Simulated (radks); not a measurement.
Spherical quantum dot in the effective-mass picture: electrons in a hard-walled sphere of radius 1.27, all in effective atomic units (hartree* = m*/eps^2 hartree, bohr* = eps/m* bohr), one dielectric constant everywhere. Calculated with a radial shooting solver with Libxc functionals: non-relativistic Kohn-Sham, PBE, spin-polarised, spherical densities. Levels are named by radial order and angular momentum (1s, 1p, 1d, 2s, ...), and open shells are averaged over m. Results are scaled to m* = 0.031 and eps = 16.3, for which hartree* = 3.175 meV and bohr* = 27.82 nm.

N = 19, configuration 1s2 1p6 1d10 2s(up 1, down 0). This is the lowest configuration that the search found. Occupied and some empty levels:

| level | occupation | eigenvalue (meV) | <r> (nm) |
|---|---|---|---|
| 1s up | 1 | 75.249 | 20.52 |
| 1s down | 1 | 75.502 | 20.70 |
| 1p up | 3 | 82.638 | 22.65 |
| 1p down | 3 | 82.735 | 22.68 |
| 1d up | 5 | 93.461 | 24.05 |
| 1d down | 5 | 93.525 | 24.05 |
| 2s up | 1 | 104.71 | 16.63 |
| 2s down | 0 | 105.87 | 16.73 |
| 1f up | 0 | 107.30 | 25.08 |
| 1f down | 0 | 107.36 | 25.07 |
| 2p up | 0 | 123.75 | 18.69 |
| 1g up | 0 | 123.92 | 25.88 |
| 1g down | 0 | 123.99 | 25.87 |
| 2p down | 0 | 124.31 | 18.79 |

Energy (meV): total 1078.53, kinetic 520.77, external 0, Hartree 630.16, exchange-correlation -72.398.

Electron density:

| r (nm) | n(r) (e/nm^3) |
|---|---|
| 0.942 | 0.0001478 |
| 3.59 | 0.0001411 |
| 6.23 | 0.0001303 |
| 8.87 | 0.0001226 |
| 11.5 | 0.0001247 |
| 14.2 | 0.0001403 |
| 16.8 | 0.0001662 |
| 19.4 | 0.0001916 |
| 22.1 | 0.0002013 |
| 24.7 | 0.0001823 |
| 27.4 | 0.0001330 |
| 30.0 | 0.00006909 |
| 32.7 | 0.00001822 |
| 35.3 | 1.399e-08 |
